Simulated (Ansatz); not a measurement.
Born–Oppenheimer molecular dynamics of C$_{2}$H$_{9}$FOSi$_{2}$ (15 atoms, charge 0, multiplicity 1). It goes on from the last frame of an earlier run, with new velocities.

The calculation used Ansatz 0.2.0, RKS B3LYP-D4/STO-3G.

| Property | Result |
| --- | --- |
| ensemble | NVT, Langevin thermostat |
| time step | 1 fs |
| steps asked | 137 |
| set temperature | 100 K |
| friction | 0.05 /fs |
| seed | 136123 |

Frames 5 fs apart, positions in Å, forces in eV/Å.

Velocities at 40.0 fs (Å/ps):

```
C -3.41 -0.58 -2.12
C 7.42 -5.39 2.34
O -0.77 -0.03 2.81
Si -0.87 -0.07 1.10
F 0.55 0.46 -2.85
Si 1.95 0.99 -1.04
H 8.77 2.53 -1.24
H 14.46 -6.42 -5.16
H -1.97 -8.98 1.27
H -11.16 14.27 2.49
H 3.98 -3.08 7.45
H 13.48 13.05 11.49
H -7.05 11.61 -7.72
H -1.67 13.63 -0.63
H 1.22 0.14 -6.56
```

```xyz
15
Properties=species:S:1:pos:R:3:forces:R:3 time_fs=40.0 energy_less_start_eV=-0.083 T=97
C 0.931 -2.100 1.400 0.45 1.80 1.51
C 1.099 -1.059 0.276 1.07 -0.43 -1.45
O -0.144 -0.360 0.083 -0.85 0.10 0.07
Si -0.024 1.022 -0.917 0.60 0.69 0.34
F 0.314 0.553 -2.453 -0.24 -0.12 -0.18
Si -2.012 2.062 -0.511 0.06 -0.01 -0.77
H 1.896 -2.449 1.803 -0.07 -0.14 -0.33
H 0.311 -2.901 1.097 -0.92 -1.60 -0.55
H 0.412 -1.562 2.220 0.11 -0.36 -0.05
H 1.447 -1.569 -0.686 -0.16 0.33 0.77
H 1.901 -0.358 0.573 0.47 0.18 0.07
H 1.159 1.851 -0.554 -0.54 -0.36 0.05
H -2.374 1.924 0.862 0.04 0.10 0.52
H -3.067 1.412 -1.249 -0.05 0.04 -0.14
H -2.000 3.466 -0.886 0.03 -0.21 0.13
15
Properties=species:S:1:pos:R:3:forces:R:3 time_fs=45.0 energy_less_start_eV=-0.062 T=102
C 0.924 -2.097 1.395 -0.90 -2.49 0.29
C 1.130 -1.081 0.274 -0.76 1.43 -0.04
O -0.150 -0.363 0.101 0.14 -0.11 -0.01
Si -0.025 1.022 -0.911 0.26 0.00 0.09
F 0.317 0.559 -2.462 -0.25 0.01 0.21
Si -2.001 2.062 -0.522 -0.17 -0.31 0.00
H 1.899 -2.440 1.786 -0.08 -0.12 -0.13
H 0.312 -3.036 1.064 1.14 1.99 0.61
H 0.402 -1.596 2.227 -0.14 -0.14 -0.03
H 1.425 -1.548 -0.666 0.51 -0.57 -0.68
H 1.938 -0.382 0.589 0.16 0.01 -0.12
H 1.110 1.851 -0.520 0.04 -0.03 0.09
H -2.401 1.985 0.863 0.18 -0.03 0.06
H -3.048 1.444 -1.278 -0.25 -0.15 -0.21
H -1.984 3.438 -0.891 0.11 0.51 -0.13
15
Properties=species:S:1:pos:R:3:forces:R:3 time_fs=50.0 energy_less_start_eV=-0.072 T=103
C 0.922 -2.118 1.399 1.99 1.57 0.99
C 1.141 -1.085 0.262 -0.29 0.44 -0.41
O -0.154 -0.374 0.116 0.69 0.07 -0.49
Si -0.024 1.028 -0.909 -0.68 -1.05 0.16
F 0.323 0.568 -2.453 -0.17 -0.02 0.08
Si -1.993 2.062 -0.536 -0.50 0.75 -0.04
H 1.893 -2.460 1.789 0.04 -0.02 -0.03
H 0.395 -2.963 1.081 -1.42 -1.90 -0.93
H 0.387 -1.653 2.228 -0.27 0.21 0.26
H 1.457 -1.633 -0.669 -0.21 0.25 0.19
H 1.986 -0.381 0.513 -0.38 -0.32 0.07
H 1.059 1.836 -0.496 0.97 0.62 0.37
H -2.380 2.042 0.871 0.16 -0.21 -0.34
H -3.055 1.477 -1.330 0.04 0.04 0.14
H -1.922 3.481 -0.883 0.04 -0.44 -0.02
15
Properties=species:S:1:pos:R:3:forces:R:3 time_fs=55.0 energy_less_start_eV=-0.043 T=96
C 0.937 -2.130 1.407 -1.00 -0.89 -0.48
C 1.147 -1.076 0.252 -0.86 -0.51 0.51
O -0.146 -0.381 0.115 0.42 0.40 -0.68
Si -0.023 1.035 -0.903 1.32 0.32 1.07
F 0.325 0.576 -2.444 -0.04 -0.01 0.03
Si -1.987 2.067 -0.555 -0.03 0.69 -0.62
H 1.895 -2.493 1.798 0.20 -0.13 -0.08
H 0.341 -3.018 0.991 0.87 1.27 0.72
H 0.367 -1.695 2.260 0.23 -0.06 -0.54
H 1.463 -1.634 -0.660 -0.10 0.11 -0.17
H 1.964 -0.378 0.495 0.45 0.29 0.29
H 1.136 1.938 -0.425 -1.15 -1.07 -0.56
H -2.300 2.057 0.834 -0.21 -0.19 0.51
H -3.079 1.547 -1.335 -0.12 -0.18 0.04
H -1.861 3.464 -0.911 0.01 -0.04 -0.05
15
Properties=species:S:1:pos:R:3:forces:R:3 time_fs=60.0 energy_less_start_eV=-0.057 T=109
C 0.948 -2.150 1.403 1.56 1.37 -0.61
C 1.135 -1.067 0.250 0.75 -0.21 0.80
O -0.132 -0.393 0.101 -0.67 0.93 -0.49
Si -0.015 1.049 -0.887 -0.82 -1.71 0.00
F 0.319 0.584 -2.434 0.06 0.08 0.12
Si -1.984 2.074 -0.574 -0.32 0.08 0.40
H 1.914 -2.551 1.781 -0.34 0.29 -0.25
H 0.384 -2.941 0.977 -1.03 -1.45 -0.34
H 0.398 -1.687 2.214 -0.31 0.14 0.56
H 1.426 -1.592 -0.694 0.33 0.09 0.15
H 1.949 -0.341 0.550 -0.11 -0.52 -0.26
H 1.032 1.875 -0.414 0.96 0.56 0.27
H -2.266 2.024 0.861 -0.05 0.11 -0.49
H -3.121 1.572 -1.318 0.15 -0.10 0.09
H -1.785 3.438 -0.973 -0.14 0.34 0.05
15
Properties=species:S:1:pos:R:3:forces:R:3 time_fs=65.0 energy_less_start_eV=-0.057 T=116
C 0.962 -2.143 1.387 -1.82 -0.87 -0.18
C 1.126 -1.067 0.270 0.48 -0.48 -0.13
O -0.132 -0.396 0.087 -0.81 0.92 -0.09
Si -0.009 1.050 -0.867 0.32 -0.76 -0.01
F 0.318 0.593 -2.430 0.07 0.21 0.47
Si -1.988 2.071 -0.589 -0.24 0.34 -1.03
H 1.925 -2.557 1.713 0.16 0.09 0.09
H 0.318 -3.005 1.001 0.85 1.13 0.54
H 0.410 -1.675 2.246 0.61 -0.43 -0.48
H 1.439 -1.535 -0.681 0.32 -0.48 -0.26
H 1.955 -0.399 0.554 0.38 0.51 0.26
H 1.090 1.906 -0.357 -0.28 -0.37 -0.30
H -2.293 2.011 0.797 -0.21 0.26 0.61
H -3.151 1.583 -1.329 0.49 -0.04 0.16
H -1.739 3.427 -1.049 -0.31 -0.03 0.35
15
Properties=species:S:1:pos:R:3:forces:R:3 time_fs=70.0 energy_less_start_eV=-0.094 T=137
C 0.959 -2.134 1.371 1.16 -0.22 1.00
C 1.126 -1.076 0.287 1.07 0.45 -1.33
O -0.137 -0.394 0.079 -0.17 0.24 0.11
Si -0.007 1.044 -0.854 0.35 -0.28 -0.27
F 0.322 0.612 -2.423 0.06 0.16 0.47
Si -1.999 2.068 -0.611 0.17 0.17 0.38
H 1.950 -2.554 1.623 -0.23 0.04 0.01
H 0.319 -2.942 1.085 -0.79 -0.94 -0.68
H 0.528 -1.708 2.270 -0.13 0.43 0.59
H 1.486 -1.582 -0.652 -0.23 0.03 0.16
H 1.993 -0.405 0.560 -0.57 0.00 0.15
H 1.100 1.897 -0.348 -0.37 -0.39 -0.28
H -2.365 2.056 0.790 0.04 0.19 -0.09
H -3.125 1.588 -1.344 -0.20 -0.40 -0.32
H -1.759 3.401 -1.070 -0.15 0.52 0.11
15
Properties=species:S:1:pos:R:3:forces:R:3 time_fs=75.0 energy_less_start_eV=-0.119 T=89
C 0.960 -2.126 1.375 -0.23 -1.39 1.13
C 1.133 -1.083 0.278 -0.18 0.33 -0.73
O -0.144 -0.391 0.078 0.12 -0.41 -0.08
Si -0.002 1.041 -0.845 -1.05 -0.73 -0.90
F 0.318 0.634 -2.419 0.08 0.06 0.31
Si -2.004 2.064 -0.623 -0.09 0.90 -0.01
H 1.949 -2.576 1.563 -0.03 -0.03 0.19
H 0.278 -2.968 1.090 0.29 0.78 0.04
H 0.594 -1.675 2.320 0.07 -0.12 -0.31
H 1.527 -1.642 -0.615 -0.29 0.52 -0.09
H 1.919 -0.370 0.593 0.38 0.13 0.03
H 1.048 1.871 -0.384 0.93 0.55 0.38
H -2.427 2.113 0.755 0.02 -0.14 0.09
H -3.103 1.541 -1.403 0.15 -0.11 -0.05
H -1.803 3.457 -1.010 -0.16 -0.34 0.00
15
Properties=species:S:1:pos:R:3:forces:R:3 time_fs=80.0 energy_less_start_eV=-0.111 T=68
C 0.966 -2.147 1.388 0.92 0.36 0.27
C 1.125 -1.074 0.271 0.79 0.38 0.80
O -0.140 -0.397 0.081 -0.44 -0.05 -0.35
Si -0.006 1.041 -0.846 0.69 0.49 -0.09
F 0.315 0.653 -2.419 0.01 -0.07 0.19
Si -2.005 2.067 -0.628 0.04 0.72 0.47
H 1.960 -2.613 1.566 -0.45 -0.04 -0.10
H 0.243 -2.901 1.085 -0.32 -0.41 0.00
H 0.655 -1.670 2.328 -0.22 -0.06 0.02
H 1.552 -1.599 -0.613 -0.22 0.19 -0.45
H 1.894 -0.332 0.616 0.12 -0.34 -0.14
H 1.145 1.909 -0.400 -0.77 -0.70 -0.16
H -2.456 2.165 0.736 -0.05 -0.49 0.17
H -3.054 1.537 -1.450 -0.16 -0.17 -0.16
H -1.838 3.461 -0.929 0.06 0.19 -0.47
15
Properties=species:S:1:pos:R:3:forces:R:3 time_fs=85.0 energy_less_start_eV=-0.182 T=92
C 0.975 -2.163 1.393 -0.87 0.39 -0.44
C 1.129 -1.066 0.279 0.96 -0.17 -0.20
O -0.141 -0.402 0.076 -0.49 0.09 -0.14
Si -0.008 1.045 -0.848 -0.04 -0.29 0.26
F 0.306 0.679 -2.408 0.10 -0.25 -0.44
Si -1.996 2.079 -0.624 -0.16 1.03 0.59
H 1.929 -2.676 1.549 0.09 -0.27 -0.01
H 0.171 -2.868 1.084 0.53 0.07 0.23
H 0.662 -1.682 2.336 0.08 -0.10 -0.09
H 1.548 -1.536 -0.665 -0.39 0.10 0.47
H 1.910 -0.344 0.613 0.16 0.00 0.08
H 1.133 1.822 -0.404 0.11 0.14 0.21
H -2.443 2.135 0.764 0.04 -0.36 -0.33
H -3.024 1.541 -1.475 -0.11 -0.14 0.00
H -1.839 3.486 -0.955 0.01 -0.24 -0.19
15
Properties=species:S:1:pos:R:3:forces:R:3 time_fs=90.0 energy_less_start_eV=-0.175 T=93
C 0.973 -2.157 1.383 0.18 0.26 -0.45
C 1.142 -1.058 0.276 -0.31 0.31 0.82
O -0.145 -0.398 0.065 -0.21 -0.06 0.32
Si -0.019 1.049 -0.845 0.40 0.04 0.80
F 0.293 0.699 -2.394 0.20 -0.36 -1.00
Si -1.988 2.093 -0.610 -0.19 0.70 -0.35
H 1.909 -2.722 1.538 -0.10 0.13 -0.03
H 0.176 -2.841 1.112 -0.35 -0.54 -0.33
H 0.661 -1.690 2.316 0.11 0.28 0.46
H 1.482 -1.491 -0.665 0.55 -0.68 -0.71
H 1.937 -0.363 0.627 0.10 0.20 -0.07
H 1.144 1.809 -0.387 -0.13 0.05 0.10
H -2.443 2.057 0.752 -0.07 0.06 0.19
H -3.009 1.523 -1.456 -0.02 -0.08 0.02
H -1.813 3.479 -1.033 -0.14 -0.30 0.23
15
Properties=species:S:1:pos:R:3:forces:R:3 time_fs=95.0 energy_less_start_eV=-0.144 T=80
C 0.970 -2.148 1.369 -0.97 -0.68 0.33
C 1.141 -1.052 0.279 0.36 -0.03 -0.97
O -0.151 -0.399 0.050 0.00 -0.26 0.46
Si -0.032 1.055 -0.836 0.91 0.31 0.17
F 0.292 0.711 -2.402 0.08 -0.22 -0.41
Si -1.984 2.112 -0.603 -0.93 -0.46 -0.23
H 1.886 -2.735 1.515 0.35 0.21 0.04
H 0.184 -2.893 1.092 0.29 0.63 0.01
H 0.668 -1.688 2.337 0.22 -0.19 -0.43
H 1.513 -1.506 -0.698 -0.09 0.12 0.83
H 1.939 -0.344 0.627 -0.18 -0.04 -0.12
H 1.126 1.855 -0.379 -0.37 -0.26 0.02
H -2.484 1.993 0.753 0.17 0.41 -0.03
H -3.021 1.496 -1.425 0.34 0.18 0.08
H -1.801 3.459 -1.073 -0.18 0.27 0.26
```

Of the whole run (137 fs, mean temperature of the second half 91 K): A run of 0.14 ps of so small a system gives no equilibrium averages. Limits of this set-up: minimal basis.

Run time: 8.1 min on 1 thread of Intel(R) Xeon(R) Platinum 8259CL CPU @ 2.50GHz (Skylake/Cascade Lake), with other jobs on the host, peak memory 0.13 GiB.
